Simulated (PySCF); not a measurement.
Mayer bond orders and bond lengths

Compound: C₈H₁₅FO.
SMILES with atom numbers: `[CH3:1][CH2:2][C@@:3]([CH3:4])([C:5](=[O:6])[F:7])[CH:8]([CH3:9])[CH3:10]` (hydrogens: H11, H12, H13 on C1; H14, H15 on C2; H16, H17, H18 on C4; H19 on C8; H20, H21, H22 on C9; H23, H24, H25 on C10)

Geometry (GFN2-xTB, Å), atoms numbered from 1 in this order:
```xyz
25
C8H15FO angstrom
C      2.762   -0.107   -0.019
C      1.441    0.553    0.363
C      0.193   -0.255   -0.063
C      0.078   -0.328   -1.586
C      0.367   -1.653    0.462
O      0.418   -2.684   -0.109
F      0.489   -1.661    1.829
C     -1.080    0.338    0.611
C     -2.297   -0.573    0.436
C     -1.417    1.740    0.110
H      3.591    0.506    0.329
H      2.853   -0.216   -1.096
H      2.856   -1.091    0.436
H      1.417    0.689    1.447
H      1.393    1.539   -0.101
H      0.078    0.668   -2.018
H      0.914   -0.886   -1.997
H     -0.832   -0.844   -1.878
H     -0.866    0.405    1.684
H     -2.086   -1.586    0.773
H     -2.613   -0.615   -0.603
H     -3.128   -0.189    1.024
H     -0.593    2.429    0.263
H     -2.277    2.119    0.658
H     -1.673    1.726   -0.946
```

Bond orders from the PBE0/pcSseg-1 density (PySCF). Isolated species at its GFN2-xTB geometry (one conformer only).

Question: How far do the computed orders between heavy atoms stray from the drawn ones?

Answer: The largest departure is 0.085, at C5–O6 (drawn double, 2.085).

Question: Set the Mayer orders of the bonds between heavy atoms beside their lengths.

Answer: 
| bond | drawn as | length (Å) | Mayer order |
| --- | --- | --- | --- |
| C1–C2 | single | 1.526 | 1.072 |
| C2–C3 | single | 1.547 | 0.981 |
| C3–C4 | single | 1.529 | 1.004 |
| C3–C5 | single | 1.503 | 0.939 |
| C5–O6 | double | 1.180 | 2.085 |
| C5–F7 | single | 1.372 | 0.924 |
| C3–C8 | single | 1.558 | 0.954 |
| C8–C9 | single | 1.530 | 1.042 |
| C8–C10 | single | 1.527 | 1.044 |

Bonds between the same two heavy elements. C–C: lowest C3–C5 (0.939, 1.503 Å), highest C1–C2 (1.072, 1.526 Å); in 5 of the 21 pairs the longer bond (by over 0.003 Å) has the higher order (by 0.02 or more).

Question: And the bonds to hydrogen?

Answer: C–H: 0.93 to 0.96 (15 bonds).

Question: Sum the orders of all bonds at each heavy atom with more than one neighbour and set the sums beside the valence in the SMILES.

Answer: C1 3.948 (drawn 4), C2 3.929 (drawn 4), C3 3.878 (drawn 4), C4 3.867 (drawn 4), C5 3.948 (drawn 4), C8 3.969 (drawn 4), C9 3.914 (drawn 4), C10 3.926 (drawn 4). Orders between atoms that aren't bonded are not in these sums.

For a closed shell the Mayer order of atoms A and B is Σ (PS)μν (PS)νμ over the basis functions μ on A and ν on B, with P the density and S the overlap matrix.

These values come from a run that also computed NMR shieldings. Cost: about 2.7 min of CPU time on one thread; the machine was shared, so the figure is rough.
